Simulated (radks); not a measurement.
Results of a calculation; reference values are marked as such.
Numerical settings for the lanthanum ion La3+, [Xe]. Code: a radial shooting solver on a logarithmic mesh with Libxc functionals. Model: scalar-relativistic Kohn-Sham, r2SCAN, spin-polarised, spherical densities, finite nucleus; meta-GGA in the generalised Kohn-Sham scheme; Fermi nuclear charge, rms radius 4.855 fm. The defaults (mesh step 0.008 in ln r, mesh end at 40 bohr or more with all orbitals vanishing there, Anderson mixing 0.5 over 9 steps, residual threshold near 1e-9 with the energy settled to 1e-9 hartree or 1e-11 of itself, here a cap of 63 iterations) give E = -8492.675 hartree and 5p at -45.263 eV in 10 iterations. Run on one thread of a shared host, so times are rough (Arm Neoverse V1): 0.18 s of CPU time, 0.18 s wall, 10 iterations on 2213 mesh points. Changes against that run (0 stands for a change within the tolerance of the run):

setting                    iterations  converged  E (mhartree)  e(5p) (meV)  CPU (s)
mesh step in ln r 0.08              2         no      diverged            -     0.02
mesh step in ln r 0.005            12        yes             0            0     0.32
mesh step in ln r 0.12              2         no      diverged            -     0.01
mesh end (bohr) 5                  10        yes         +2.92        +69.8     0.17
mesh end (bohr) 3                  10        yes          +776    +7.12e+03     0.17
residual threshold 1e-16           63         no             0            0     0.54
residual threshold 1e-13           63         no             0            0     0.53
mixing 2.5                         13        yes             0       -0.011     0.22
linear mixing, mixing 0.5          22        yes             0     +0.00454     0.34
linear mixing, mixing 0.2          62        yes             0     +0.00292     0.87
mixing history 2                   13        yes             0      -0.0501     0.22
iteration cap 2                     2         no     +1.57e+03    -1.66e+04     0.05

Settings that end as converged yet miss the energy by more than 1 mhartree: mesh end (bohr) 5 (+0.00292 hartree); mesh end (bohr) 3 (+0.776 hartree). A mesh that ends early acts as a hard wall.
